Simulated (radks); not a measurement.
Excited configurations of Lu3+: one electron is placed in a higher orbital outside [Xe] 4f13. The ground configuration is [Xe] 4f14. Calculated with a radial shooting solver on a logarithmic mesh with Libxc functionals: scalar-relativistic Kohn-Sham, PBE, spin-polarised, spherical densities, finite nucleus; open shells are filled with parallel spins first (spin-orbit coupling, left out, can overturn this in heavy ions); Fermi nuclear charge, rms radius 5.37 fm. Excitation = E - E(ground); binding = E(ion) - E, where the ion is the core of charge +4; n* = 4/sqrt(2 binding) in atomic units, and the quantum defect is n - n*.

outer orbital  excitation (eV)  binding (eV)     n*  quantum defect  eigenvalue (eV)  <r> (bohr)
5d                      13.458        33.041  2.567           2.433          -27.527       1.947
5f                      32.141        14.358  3.894           1.106          -12.091       4.191
6f                      36.946         9.553  4.774           1.226           -8.319       7.256
7s                      29.912        16.587  3.623           3.377          -14.878       5.115
7p                      32.594        13.905  3.957           3.043          -12.412       5.878
7f                      39.796         6.703  5.699           1.301           -5.955       11.06

Estimate the row for 6d.

Answer. excitation (eV) 30.107; binding (eV) 16.393; n* 3.644; quantum defect 2.356; eigenvalue (eV) -14.435; <r> (bohr) 4.473. The Delta-SCF ionisation energy is 46.499 eV (NIST Atomic Spectra Database: 45.25 eV, semi-empirical). Self-interaction in the functional shifts the binding energies and quantum defects, so they are the method's values and not measured ones. Open shells are spherical and high-spin; term and fine-structure splittings are not resolved. Spin-orbit splitting is averaged out at the scalar-relativistic level.
